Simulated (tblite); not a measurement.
Run record: tight-binding relaxation, `[C-]#[N+]c1ccc(/N=N/c2ccc([SiH3])cc2)cc1`.

Computed with GFN2-xTB geometry optimisation, gas phase (tblite 0.8.0). Start geometry: from a force field or distance geometry. The input is one job of a driver script: a line of settings, then coordinates in Å.

Input:
```
{"job": {"kind": "relax", "xc": "GFN2-xTB", "basis": "xTB"}, "charge": 0, "multiplicity": 1}
C     -7.449600     0.859500     0.444400
N     -6.314800     0.673800     0.302900
C     -4.940800     0.436600     0.158500
C     -4.311000     0.909100    -1.001800
C     -2.942900     0.666100    -1.140100
C     -2.221400    -0.013100    -0.162300
N     -0.845400    -0.252300    -0.364500
N     -0.160000     0.309300     0.531900
C      1.211900     0.072400     0.322900
C      1.751100    -1.212800     0.348200
C      3.126500    -1.410000     0.165000
C      3.987200    -0.317700    -0.025900
Si     5.827600    -0.570900    -0.257800
C      3.441100     0.976700    -0.037600
C      2.058300     1.174500     0.144700
C     -2.891000    -0.477100     0.994600
C     -4.255300    -0.246500     1.149900
H     -4.865900     1.429000    -1.760800
H     -2.430100     1.022000    -2.034400
H      1.111000    -2.067700     0.505600
H      3.509900    -2.421300     0.190300
H      6.577600     0.601800     0.262000
H      6.273800    -1.791700     0.460900
H      6.125700    -0.730900    -1.715000
H      4.066900     1.860700    -0.172600
H      1.641500     2.171200     0.144700
H     -2.333600    -1.016300     1.746400
H     -4.769000    -0.606900     2.039200
```

Output:
```
step      E/eV     max force
  0   -1191.30822    2.145
  1   -1191.43023    3.224
  2   -1191.51103    1.871
  3   -1191.55619    0.437
  4   -1191.56955    0.253
  5   -1191.57972    0.179
  6   -1191.58421    0.173
  7   -1191.58911    0.166
  8   -1191.59360    0.159
  9   -1191.59731    0.143
... (154 lines left out)
164   -1191.76879    0.022
165   -1191.76887    0.017
166   -1191.76894    0.015
167   -1191.76900    0.014
168   -1191.76905    0.015
169   -1191.76911    0.018
170   -1191.76917    0.014
171   -1191.76922    0.013
172   -1191.76926    0.011
173   -1191.76928    0.009
```

«max force» is the largest atomic force in eV/Å.

Question: From which step on does the largest force stay under 0.1 eV/Å, and how much energy is left to gain from there?

Answer: From step 88 (0.078 eV/Å), 20.0 meV above the end.

Summary of the converged run: energy lowered by 10.6 kcal/mol over 173 steps; largest atomic force 0.009 eV/Å at the end.

Question: Where do the atoms end?

Answer: 0.801 Å rms from the input after alignment:
```
atom  x, y, z in Å
C1    -7.4569    0.3502    0.7128
N2    -6.3088    0.3237    0.4985
C3    -4.9729    0.2922    0.2571
C4    -4.5069    0.2256   -1.0584
C5    -3.1542    0.1780   -1.3005
C6    -2.2429    0.2244   -0.2368
N7    -0.9107    0.0701   -0.5263
N8    -0.0670    0.5932    0.2576
C9     1.2586    0.2716    0.0864
C10    1.7016   -0.9036   -0.5374
C11    3.0460   -1.1954   -0.5715
C12    3.9930   -0.3395   -0.0063
Si13   5.8263   -0.7892   -0.0490
C14    3.5395    0.8304    0.6025
C15    2.1974    1.1340    0.6641
C16   -2.7239    0.2919    1.0803
C17   -4.0762    0.3188    1.3269
H18   -5.2174    0.2048   -1.8711
H19   -2.7751    0.1283   -2.3092
H20    0.9666   -1.5696   -0.9658
H21    3.3804   -2.1081   -1.0452
H22    6.5919    0.3137    0.5311
H23    6.0282   -2.0129    0.7312
H24    6.2241   -1.0201   -1.4395
H25    4.2566    1.5087    1.0428
H26    1.8469    2.0380    1.1384
H27   -2.0088    0.3043    1.8892
H28   -4.4562    0.3640    2.3373
```

Question: Estimate the wall time. Hardware: Arm Neoverse V2, one thread, on a shared host.

Answer: About 2.5 s.
Labels such as C1 count atoms from 1, the log's own numbers from 0.
